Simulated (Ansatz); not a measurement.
Abridged output of a molecular run in Ansatz:

```
Functional definition: HF
1119 factors; integrals over basis functions are off by at most 9.7e-4 eV
mean field evaluation 1: about -8742.4290 eV, gradient 7.2e1 eV
mean field evaluation 2: about -8742.5483 eV, gradient 7.2e1 eV
mean field evaluation 4: about -8752.4572 eV, gradient 1.3e1 eV
mean field evaluation 8: about -8752.8331 eV, gradient 1.1e0 eV
mean field evaluation 16: about -8752.8378 eV, gradient 2.1e-6 eV
mean field -8752.83776787 eV, -321.6608550825 hartree, gradient 2.1e-6 eV, S^2 0.000000; 0 other end points of the search recorded, 0 dependent functions left out
4 core orbitals not correlated: weight in the atoms' cores, before any rotation towards them, 1.000 or more for the frozen orbitals, at most 0.000 for the correlated occupied ones
reference -8752.83776787 eV, -321.6608550825 hartree; 20, 20 occupied and 88, 88 virtual orbitals, 1119 factors
second order -28.88816650 eV of doubles, -0.00000000 eV of singles
cycle   1  -27.11913262 eV  change     1.8e0 eV  update   2.5e-1
cycle   2  -28.31768198 eV  change    -1.2e0 eV  update   1.5e-1
cycle   3  -28.60975919 eV  change   -2.9e-1 eV  update   4.1e-2
cycle   4  -28.63682774 eV  change   -2.7e-2 eV  update   1.6e-2
cycle   5  -28.61688919 eV  change    2.0e-2 eV  update   4.1e-3
cycle   6  -28.61720674 eV  change   -3.2e-4 eV  update   1.9e-3
cycle   7  -28.61724597 eV  change   -3.9e-5 eV  update   6.5e-4
cycle   8  -28.61681552 eV  change    4.3e-4 eV  update   2.7e-4
cycle   9  -28.61696231 eV  change   -1.5e-4 eV  update   9.5e-5
cycle  10  -28.61703272 eV  change   -7.0e-5 eV  update   3.9e-5
cycle  11  -28.61697715 eV  change    5.6e-5 eV  update   2.0e-5
cycle  12  -28.61696337 eV  change    1.4e-5 eV  update   9.7e-6
perturbative correction -1.17314163 eV, -0.0431121597 hartree
Total energy: -8782.62787287 eV, -322.7556212489 hartree
```

Its atoms:

Z-matrix (Å, degrees):
```
C
Nb 1 2.157
H 1 1.094 2 110.4
H 1 1.094 2 110.4 3 119.2
H 1 1.095 2 110.6 3 -120.4
O 2 1.697 1 105.0 3 -59.5
O 2 1.897 1 107.9 3 -178.0
O 2 1.897 1 107.9 3 59.0
H 7 0.958 2 130.8 1 115.0
H 8 0.958 2 130.8 1 -115.0
```

(1) Which basis set was used?
A. cc-pV(Q+d)Z
B. def2-QZVPP
C. def2-SVPD
D. def2-SVP

(2) Write the keys of the input that set method, charge and spin (a neutral closed shell needs none for the last two).

Results:

(1) D. It gives 112 functions.

(2) 
```yaml
correlation: {method: ccsd_t}
```
